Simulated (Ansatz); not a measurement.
CH3BClNO (`ClB1NCO1`), relaxed with RKS PBE-D4/def2-SVP in Ansatz from a rough embedded geometry. The force threshold is 0.03 eV/Å; the program also tests the step.

Charge 0, multiplicity 1.

Start:

```xyz
8

Cl   -1.828   -1.009    2.007
B    -0.948   -0.196    0.647
N     0.451    0.390    0.598
C     0.615   -0.011   -0.739
O    -0.710   -0.577   -0.800
H     0.356    1.459    0.599
H     0.720    0.776   -1.471
H     1.344   -0.832   -0.841
```

```
        step  energy (eV)  largest force (eV/Å)  largest move (Å)
           1  -17803.7091                 3.822             0.000
           2  -17804.6166                 2.392             0.196
           3  -17804.8696                 1.024             0.168
           4  -17804.9416                 0.888             0.086
           5  -17805.0076                 0.432             0.089
           6  -17805.0279                 0.688             0.152
7 (rejected)  -17805.0163                 0.616             0.132
           8  -17805.0516                 0.373             0.066
           9  -17805.0539                 0.321             0.032
          10  -17805.0558                 0.038             0.035
          11  -17805.0560                 0.017             0.018
          12  -17805.0561                 0.023             0.020
```

End:

```xyz
8

Cl   -2.034   -0.729    1.796
B    -0.800   -0.347    0.611
N     0.281    0.569    0.535
C     0.520   -0.009   -0.780
O    -0.594   -0.925   -0.651
H     0.771    1.315    1.019
H     0.373    0.685   -1.639
H     1.483   -0.559   -0.890
```

Hardware: 2 threads of an Arm Neoverse V1 on a shared host. Wall time 25 s, peak host memory 0.17 GiB.
